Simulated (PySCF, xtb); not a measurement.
VO₂F, SMILES [F][V](=[O])=[O], multiplicity 1.

Harmonic wavenumbers (cm⁻¹) from GFN2-xTB in xtb at its own minimum, in rising order: 270, 276, 358, 574, 941, 1005.

Question: What does PBE-D3(BJ)/def2-SVP in PySCF give at its own minimum? (The exact figures need the calculation; the answer reports its results.)

Answer: 178, 252, 386, 741, 1072, 1076. Paired by order, the mean absolute difference is 85 cm⁻¹ and the zero-point energies are 4.9 and 5.3 kcal/mol.
